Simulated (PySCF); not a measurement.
Static polarisabilities and like-pair C6 coefficients by linear response at CAM-B3LYP/def2-SVPD (PySCF, frozen core in the response, non-relativistic, gas phase), PBE0-D3(BJ)/def2-SVP geometries, one conformer each; atomic units unless stated. Spin–orbit coupling is left out although an atom past zinc is present.

```tsv
species	electrons	α
`C[S+](C)[GaH2-][Cl]`	84	91.7
`[SiH3]Oc1ccccc1S`	82	121.4
`c1n[nH]c(c1)OCF`	60	64.3
```

Q: Estimate each like-pair C6, largest first.

A: 
```json
{"species": "`[SiH3]Oc1ccccc1S`", "C6": "5172", "ω̄ = 4·C6/(3α²) (eV)": "12.7"}
{"species": "`C[S+](C)[GaH2-][Cl]`", "C6": "3083", "ω̄ = 4·C6/(3α²) (eV)": "13.3"}
{"species": "`c1n[nH]c(c1)OCF`", "C6": "1849", "ω̄ = 4·C6/(3α²) (eV)": "16.2"}
```

The order is that of α. London's effective excitation energy ω̄ runs from 12.7 to 16.2 eV here.
